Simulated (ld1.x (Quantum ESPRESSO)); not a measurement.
# What one change does to a pseudopotential (Sc (Z = 21), TM)

- Element: Sc
- Generator: ld1.x (Quantum ESPRESSO) 7.5
- Type: norm-conserving Troullier–Martins (Kleinman–Bylander form)
- Functional: LDA (PZ)
- Relativity: fully relativistic
- Frozen core: [Ne]
- Valence charge: 11
- Reference configuration: 3s2 3p6 3d1 4s2 4p0
- Partial waves: 3s (bound): rc 1.05 bohr; 3p (bound): rc 1.65 bohr; 3d (bound): rc 2.70 bohr
- Local potential: all-electron potential smoothed inside 0.80 bohr (lloc = -2)
- Core correction: none

Open shells are filled in proportion to 2j + 1 (rel_dist='average').

Occupied shells without a wave of their own: 4s. They enter only through the test configuration that unscreens the potential.

All-electron outer shells of the reference configuration (LDA (PZ), scalar-relativistic, ld1.x):

```json
{"shell": "2s", "level (eV)": "-472.96", "outermost node (bohr)": "0.10", "outermost maximum (bohr)": "0.28"}
{"shell": "2p", "level (eV)": "-388.03", "outermost node (bohr)": "–", "outermost maximum (bohr)": "0.23"}
{"shell": "3s", "level (eV)": "-54.71", "outermost node (bohr)": "0.42", "outermost maximum (bohr)": "0.92"}
{"shell": "3p", "level (eV)": "-33.56", "outermost node (bohr)": "0.39", "outermost maximum (bohr)": "0.97"}
{"shell": "4s", "level (eV)": "-4.30", "outermost node (bohr)": "1.33", "outermost maximum (bohr)": "3.06"}
{"shell": "3d", "level (eV)": "-3.42", "outermost node (bohr)": "–", "outermost maximum (bohr)": "1.10"}
{"shell": "4p", "level (eV)": "-1.52", "outermost node (bohr)": "1.49", "outermost maximum (bohr)": "4.03"}
```

Change: core correction a·sin(br)/r model core inside 1.20 bohr (4s counted twice).

Cutoffs: the cutoffs (Ry, on a coarse ladder) from which the occupation-weighted sum of valence levels, in a spherical-Bessel basis at the reference potential, stays within 10 and 1 mRy of its value at 400 Ry; they do not see the model core or the augmentation charge, which bear on the density cutoff. Errors are all-electron minus pseudo energies relative to the spin-unpolarised reference configuration.

Q: What does the change do?

A: Of the 7 tests that both files solve, the error grows in 7 and shrinks in 0 by more than 15 % and 0.3 meV (median size 90.8 → 141.8 meV); neither file shows a bound ghost at the reference potential, the only one tested. In the changed file ld1.x takes every shell without a wave as core, so the model core holds the 4s electrons as well and exchange and correlation see them twice. This cancels in the reference configuration, but the file is broken for other ones, and its errors say nothing about a proper core correction. A model core, the more so a compact one, raises the density cutoff, which this test does not measure.

| quantity | base | changed |
| --- | --- | --- |
| bound ghosts | none | none |
| largest miss of a reference level, eV | 0.07 | 0.07 |
| error for 3s2 3p6 3d1 4s1 4p0, meV [ΔE 7.07 eV] | -100 | -238 |
| error for 3s2 3p6 3d1 4s0 4p0, meV [ΔE 20.03 eV] | -273 | -1024 |
| error for 3s2 3p6 3d0 4s0 4p0, meV [ΔE 45.12 eV] | -143 | -1218 |
| error for 3s2 3p6 3d2 4s1 4p0, meV [ΔE 1.62 eV] | +0.1 | -22 |
| error for 3s2 3p6 3d1 4s1 4p1, meV [ΔE 2.84 eV] | -67 | -89 |
| error for 3s2 3p5 3d1 4s2 4p0, meV [ΔE 40.15 eV] | -91 | -142 |
| error for 3s2 3p6 3d1 4s1.5 4p0, meV [ΔE 2.82 eV] | -43 | -74 |
| s: phases at 2.96 bohr within 0.05 rad from the reference energy up to (Ry; the scan ends near 5) | -0.3 | -0.3 |
| p1/2: phases at 2.96 bohr within 0.05 rad from the reference energy up to (Ry; the scan ends near 5) | 4.4 | 4.4 |
| p3/2: phases at 2.96 bohr within 0.05 rad from the reference energy up to (Ry; the scan ends near 5) | 4.4 | 4.4 |
| d3/2: phases at 2.96 bohr within 0.05 rad from the reference energy up to (Ry; the scan ends near 5) | 0.8 | 0.8 |
| d5/2: phases at 2.96 bohr within 0.05 rad from the reference energy up to (Ry; the scan ends near 5) | 0.8 | 0.8 |

Base: The 4s level has no wave, so the channel is fitted at the deeper level alone: the likely source of the large errors. Changed file: These tests converged, but a pseudo level misses the all-electron one widely, so the file describes the atom poorly there or has found another state: 3s2 3p6 3d0 4s0 4p0: empty 4p by 2.0 eV.
